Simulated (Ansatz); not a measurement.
Input for Ansatz (development build ahead of 0.2.0):

```yaml
crystal:
  periodic: [false, false, false]
  atoms:
    - { symbol: Al, position_ang: [0.0, 0.0, 0.0] }
    - { symbol: Cl, position_ang: [1.14866, 1.14866, 1.14866] }
    - { symbol: Cl, position_ang: [1.14866, -1.14866, -1.14866] }
    - { symbol: Cl, position_ang: [-1.14866, 1.14866, -1.14866] }
    - { symbol: Cl, position_ang: [-1.14866, -1.14866, 1.14866] }
basis:
  gaussian: { orbitals: cc-pVTZ }
total_charge: -1
hamiltonian:
  xc: hf
correlation:
  method: mp2
  frozen_orbitals: { Al: 5, Cl: 5 }
```

The input is written out in the form of the current development build from the run's settings.

Results

```json
{
 "Converged": "yes",
 "Reference energy": "-2080.35581 hartree",
 "Correlation energy": "-0.83728 hartree",
 "Total energy": "-2081.19308 hartree",
 "Spin squared of the determinant": "0.000"
}
```

Caution: no unrestricted run beside it, a lower state can exist; no diffuse functions for an anion.
